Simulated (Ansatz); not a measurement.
Harmonic frequencies (cm⁻¹) at PBE0-D4/def2-TZVP from Ansatz: 69, 192, 421, 544, 615, 673, 845, 855, 877, 1139, 1258, 1453, 1462, 2598, 2712, 3082, 3187, 3194.

**Question.** Which molecule is it?
A. `B[Te]C`
B. `NB1CS1`
C. `CB[TeH]`
D. `N=C=C[SiH3]`

**Answer.** A.
